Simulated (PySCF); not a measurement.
H7N3Sn (SMILES [NH2][SnH]([NH2])[NH2]), singlet, geometry from GFN2-xTB (such geometries of metal compounds can be far from the true shape) (core potentials on Sn); PySCF with DF-PBE/def2-SVP.

Here is a job for PySCF.
```python
from pyscf import gto, scf, dft

mol = gto.M(
    atom='''
Sn   -0.07531711    0.03009993   -0.22964747
N    -0.30979477    1.79988540    0.72011942
N     1.84410964   -0.53887471   -0.20486924
N    -0.99023460   -1.43762093    0.83466321
H    -0.49692725    0.26922319   -1.84273182
H    -0.27371122    1.70210510    1.72745946
H    -1.17651885    2.27743365    0.51296819
H     2.48758222    0.22132093   -0.38134931
H     2.11941956   -0.94847365    0.67899582
H    -2.00140207   -1.42758354    0.79275497
H    -0.70114916   -2.36275026    0.54488230
''',
    basis='def2-svp',
    ecp={'Sn': 'def2-svp'},
    verbose=4,
    max_memory=1800,
)

mf = dft.RKS(mol)
mf.xc = 'pbe'
mf = mf.density_fit(auxbasis='def2-universal-jkfit')
mf.kernel()
```

### Question
Write the output that PySCF gives for this input, abridged.

### Answer

```
PySCF version 2.14.0

[INPUT] verbose = 4
[INPUT] num. atoms = 11
[INPUT] num. electrons = 50
[INPUT] charge = 0
[INPUT] spin (= nelec alpha-beta = 2S) = 0
[INPUT] symmetry False subgroup None
[INPUT] Mole.unit = angstrom
[INPUT] Symbol           X                Y                Z      unit          X                Y                Z       unit  Magmom
[INPUT]  1 Sn    -0.075317110000   0.030099930000  -0.229647470000 AA   -0.142328710394   0.056880624069  -0.433970823499 Bohr   0.0
[INPUT]  2 N     -0.309794770000   1.799885400000   0.720119420000 AA   -0.585427270123   3.401290461603   1.360828480781 Bohr   0.0
[INPUT]  3 N      1.844109640000  -0.538874710000  -0.204869240000 AA    3.484862163270  -1.018325617354  -0.387146754948 Bohr   0.0
[INPUT]  4 N     -0.990234600000  -1.437620930000   0.834663210000 AA   -1.871272193068  -2.716709828643   1.577284873150 Bohr   0.0
[INPUT]  5 H     -0.496927250000   0.269223190000  -1.842731820000 AA   -0.939056406333   0.508758095482  -3.482258460821 Bohr   0.0
[INPUT]  6 H     -0.273711220000   1.702105100000   1.727459460000 AA   -0.517239243021   3.216512474225   3.264425270689 Bohr   0.0
[INPUT]  7 H     -1.176518850000   2.277433650000   0.512968190000 AA   -2.223298406888   4.303725865369   0.969369389714 Bohr   0.0
[INPUT]  8 H      2.487582220000   0.221320930000  -0.381349310000 AA    4.700849108138   0.418235943334  -0.720645753692 Bohr   0.0
[INPUT]  9 H      2.119419560000  -0.948473650000   0.678995820000 AA    4.005122511446  -1.792355434867   1.283116139524 Bohr   0.0
[INPUT] 10 H     -2.001402070000  -1.427583540000   0.792754970000 AA   -3.782101777438  -2.697741910537   1.498089777188 Bohr   0.0
[INPUT] 11 H     -0.701149160000  -2.362750260000   0.544882300000 AA   -1.324979884869  -4.464950892145   1.029678317123 Bohr   0.0

nuclear repulsion = 220.103930356823
number of shells = 49
number of NR pGTOs = 182
number of NR cGTOs = 103
basis = def2-svp
ecp = {'Sn': 'def2-svp'}

******** <class 'pyscf.df.df_jk.DFRKS'> ********
method = DFRKS
initial guess = minao
damping factor = 0
level_shift factor = 0
DIIS = <class 'pyscf.scf.diis.CDIIS'>
diis_start_cycle = 1
diis_space = 8
diis_damp = 0
SCF conv_tol = 1e-09
SCF conv_tol_grad = None
SCF max_cycles = 50
direct_scf = False
XC library pyscf.dft.libxc version 7.1.2
    S. Lehtola, C. Steigemann, M. J. T. Oliveira, and M. A. L. Marques,  SoftwareX 7, 1–5 (2018)
XC functionals = pbe
    J. P. Perdew, K. Burke, and M. Ernzerhof,  Phys. Rev. Lett. 77, 3865 (1996)
    J. P. Perdew, K. Burke, and M. Ernzerhof,  Phys. Rev. Lett. 78, 1396 (1997)
    J. P. Perdew, K. Burke, and M. Ernzerhof,  Phys. Rev. Lett. 77, 3865 (1996)
    J. P. Perdew, K. Burke, and M. Ernzerhof,  Phys. Rev. Lett. 78, 1396 (1997)
radial grids:
    Treutler-Ahlrichs [JCP 102, 346 (1995); DOI:10.1063/1.469408] (M4) radial grids

becke partition: Becke, JCP 88, 2547 (1988); DOI:10.1063/1.454033
pruning grids: <function nwchem_prune>
grids dens level: 3
symmetrized grids: False
atomic radii adjust function: <function treutler_atomic_radii_adjust>
small_rho_cutoff = 0
Set gradient conv threshold to 3.16228e-05
Initial guess from minao.
tot grids = 132320
init E= -359.621786130356
  HOMO = -0.696687701770094  LUMO = -0.585520114637292  gap/eV = 3.02502
cycle= 1 E= -380.508123145909  delta_E= -20.9  |g|= 2.94  |ddm|= 8.11
  HOMO = 0.0923218248297177  LUMO = 0.104204133675947  gap/eV = 0.32333
cycle= 2 E= -361.91073547964  delta_E= 18.6  |g|= 9.13  |ddm|= 17.5
  HOMO = -0.184493495721871  LUMO = 0.00573155652012858  gap/eV = 5.17629
cycle= 3 E= -382.363174992666  delta_E= -20.5  |g|= 0.404  |ddm|= 15.9
  HOMO = -0.201009326545297  LUMO = -0.0308490973976223  gap/eV = 4.63030
cycle= 4 E= -382.386838844524  delta_E= -0.0237  |g|= 0.315  |ddm|= 0.972
  HOMO = -0.180802186809593  LUMO = -0.01187872459057  gap/eV = 4.59664
cycle= 5 E= -382.405776431275  delta_E= -0.0189  |g|= 0.181  |ddm|= 0.522
  HOMO = -0.195511572491052  LUMO = -0.014206158279805  gap/eV = 4.93357
cycle= 6 E= -382.413831996142  delta_E= -0.00806  |g|= 0.0134  |ddm|= 0.191
  HOMO = -0.197034594389289  LUMO = -0.0146197904162868  gap/eV = 4.96376
cycle= 7 E= -382.41383428496  delta_E= -2.29e-06  |g|= 0.0142  |ddm|= 0.0304
  HOMO = -0.196467598530831  LUMO = -0.0145508100343612  gap/eV = 4.95021
cycle= 8 E= -382.413882666436  delta_E= -4.84e-05  |g|= 0.00246  |ddm|= 0.0144
  HOMO = -0.196450872873917  LUMO = -0.0146795476514558  gap/eV = 4.94625
cycle= 9 E= -382.413884262086  delta_E= -1.6e-06  |g|= 0.00105  |ddm|= 0.00394
  HOMO = -0.196598775098597  LUMO = -0.014707422378919  gap/eV = 4.94952
cycle= 10 E= -382.413884434496  delta_E= -1.72e-07  |g|= 0.000661  |ddm|= 0.00161
  HOMO = -0.196538768865385  LUMO = -0.0146938297032939  gap/eV = 4.94825
cycle= 11 E= -382.413884538378  delta_E= -1.04e-07  |g|= 5.6e-05  |ddm|= 0.000651
  HOMO = -0.196534924858311  LUMO = -0.0146912551671416  gap/eV = 4.94822
cycle= 12 E= -382.413884539302  delta_E= -9.25e-10  |g|= 3.31e-06  |ddm|= 9.65e-05
  HOMO = -0.19653511895067  LUMO = -0.0146907969248851  gap/eV = 4.94824
Extra cycle  E= -382.413884539305  delta_E= -2.61e-12  |g|= 3.49e-06  |ddm|= 9.8e-06
converged SCF energy = -382.413884539305
```
